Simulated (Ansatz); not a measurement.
Consider the substitution at a C–O bond: `C=C[O][GaH2]` + `BN[SiH3]` → `BN([SiH3])C=C` + `[OH][GaH2]`.

Computed with Ansatz on PBE0-D4/def2-TZVP structures; ΔE is electronic, products minus reactants. CCSD(T)/CBS adds triple-zeta CCSD(T) − MP2 to the extrapolated MP2 energy (def2 sets, frozen cores). For Ga outer-core shells are correlated without core-valence functions, which leaves a few kJ/mol of doubt a bond. Scalar relativity is left out up to krypton. One conformer a species, not always the lowest.

| species | CCSD(T)/CBS(def2) energy (Eh) |
| --- | --- |
| `C=C[O][GaH2]` | -2078.20537 |
| `BN[SiH3]` | -372.22946 |
| `BN([SiH3])C=C` | -449.51164 |
| `[OH][GaH2]` | -2000.92981 |

(1) Work out ΔE.

(2) What do rigid-rotor, harmonic-oscillator terms from PBE0-D4/def2-TZVP frequencies (298.15 K, 1 bar) make of the CCSD(T)/CBS value? (Best estimate.)

Largest T1 diagnostic among the species: 0.015.

Results:

(1) ΔE = (-449.51164) + (-2000.92981) − (-2078.20537) − (-372.22946) = -0.00662 Eh = -4.2 kcal/mol.

(2) Ansatz gave: ΔZPE = +0.2 kcal/mol, ΔH = -4.2 kcal/mol, ΔS = -19 J/(mol·K), ΔG = -2.8 kcal/mol.

In def2-TZVPP, CCSD(T) changes the Hartree–Fock value by −4.3 kcal/mol (the triples alone add −0.5 kcal/mol) and MP2 by −5.7 kcal/mol. The D4 term adds −1.3 kcal/mol with B3LYP and −0.7 kcal/mol with PBE0; it sums over pairs of atoms, weighted by their polarisabilities, and B3LYP, whose exchange is more repulsive, gets the larger term.

B3LYP here is the variant with VWN-RPA as its local correlation; programs differ in this.
